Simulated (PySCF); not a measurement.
All values below come from PySCF with B3LYP-D3(BJ)/def2-TZVP. Gas-phase values, no solvent. B3LYP has the VWN-RPA correlation part, as in Gaussian. Excitations are Tamm–Dancoff values on a coarser integration grid. The basis has no diffuse functions, so Rydberg states are missing or too high.

Reference species (SMILES): `[SiH3][Al]([SiH3])[Br]` (neutral, multiplicity 1).

```
Property              Result
-------------------  -------
T1 excitation (TDA)  3.09 eV
S1 excitation (TDA)  3.60 eV
```

Changed species: `[Br][Al]([Br])[Br]` (0 of 3 Br replaced by SiH3; the reference has 2 of 3 Br replaced by SiH3).

Question: Give the shifts of the T1 excitation (TDA) and S1 excitation (TDA).

Answer: the T1 excitation (TDA) rises by 2.13 eV, to 5.22 eV; the S1 excitation (TDA) goes up by 1.89 eV, to 5.49 eV.
